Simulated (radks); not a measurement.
Values are calculated unless marked as measured or tabulated.
Task: All-electron atom: Sm48+ in [Ne] 3s2 3p2. Level of theory: Dirac Kohn-Sham, PBE, spin-unpolarised, spherical densities, finite nucleus; open shells fill j = l - 1/2 first; Fermi nuclear charge, rms radius 5.0819 fm (a radial shooting solver on a logarithmic mesh with Libxc functionals). Some entries of the table are withheld. Estimate them.

orbital,occ.,eigenvalue (eV),r(max) (bohr)
1s1/2,2,-49958.91,0.01449
2s1/2,2,-10790.96,0.08177
2p1/2,2,-10437.61,(1)
2p3/2,4,-9817.421,(2)
3s1/2,2,-4314.287,0.2195
3p1/2,2,-4186.305,(3)
3p3/2,0,-4025.941,(4)

Result: 
(1) 2p1/2 r(max) (bohr): 0.06190
(2) 2p3/2 r(max) (bohr): 0.06741
(3) 3p1/2 r(max) (bohr): 0.2053
(4) 3p3/2 r(max) (bohr): 0.2150
